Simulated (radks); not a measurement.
Problem. Spin polarisation of the 4f2 shell in Pr3+. Start: [Xe] 4f(up 1, down 1); electrons of 4f are moved from spin down to spin up, other shells keep equal spins. Method: non-relativistic Kohn-Sham, TPSS, spin-polarised, spherical densities, point nucleus; meta-GGA in the generalised Kohn-Sham scheme; computed with a radial shooting solver on a logarithmic mesh with Libxc functionals. Estimate the energy gained and the exchange splitting at a moment of 2 Bohr magnetons.

Solution. At moment 2 the spin-polarisation energy is -0.823 eV and the 4f exchange splitting 1.647 eV, that is 0.823 eV per Bohr magneton; E = -I m^2/4 would give I = 0.823 eV.
